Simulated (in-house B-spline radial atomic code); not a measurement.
Configurations of Te3+, with energies counted from [Kr] 4d10 5s2 5p1. Level of theory: scalar-relativistic (X2C) BLYP, spin-polarised, spherical fractional occupations, Fermi nucleus of rms radius 4.7423 fm; calculated with a B-spline radial code for spherical atoms. Shells without spins written out take the highest spin.

Occupations are held fixed; configurations that lie above the ionisation limit could autoionise.

```csv
configuration,E - E(ref) (eV),highest orbital,its <r> (bohr)
[Kr] 4d10 4f1 5s2,19.994,4f up,2.996
"[Kr] 4d10 5s(0 up, 1 down) 5p(0 up, 1 down) 6s(1 up, 0 down)",26.022,6s up,3.946
[Kr] 4d9 5s2 5p1 6d1,67.983,6d up,5.632
[Ar] 3d9 4s2 4p6 4d10 5s2 5p2,574.71,5p up,2.125
[Ar] 3d9 4s2 4p6 4d10 5s2 5p1 5d1,589.96,5d up,2.834
"[Ar] 3d(5 up, 4 down) 4s2 4p6 4d10 5s2 5p(0 up, 1 down) 6d(1 up, 0 down)",601.1,6d up,5.586
```

(1) Order these further configurations by energy, lowest first.
A. [Ar] 3d10 4s2 4p5 4d10 5s2 5p2
B. [Kr] 4d10 5s(1 up, 0 down) 5p(0 up, 2 down)
C. [Ar] 3d10 4s2 4p5 4d10 5s2 5p1 6s1
D. [Kr] 4d9 4f1 5s2 5p1
E. [Ar] 3d10 4s2 4p5 4d10 4f1 5s2 5p1

(2) How far above the reference does [Kr] 4d9 5s2 5p1 6p1 lie?

(3) How far above the reference does [Kr] 4d10 5s2 5d(0 up, 1 down) lie?

Results:

(1) B (11.064 eV), D (62.174 eV), A (115.71 eV), C (133.1 eV), E (135.89 eV).

(2) 62.967 eV; its least bound orbital is 6p up with <r> = 4.375 bohr.

(3) 13.986 eV; its least bound orbital is 5d down with <r> = 3.032 bohr.
